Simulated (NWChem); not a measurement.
System: PbF₂, singlet; SMILES [F][Pb][F]

Computed with NWChem. Low-valent species are run as closed-shell singlets; no triplet was tried in these runs. def2 effective core potentials on Pb; no spin-orbit coupling. The level has its own optimisation; frequencies are unscaled.

Problem. What does the run give for CAM-B3LYP/def2-SVP? Quantities: r F–Pb (Å); highest harmonic frequency (cm⁻¹); lowest (cm⁻¹); zero-point energy (kcal/mol).

Solution. 
- r F–Pb (Å) = 2.044
- highest harmonic frequency (cm⁻¹) = 581
- lowest (cm⁻¹) = 169
- zero-point energy (kcal/mol) = 1.9
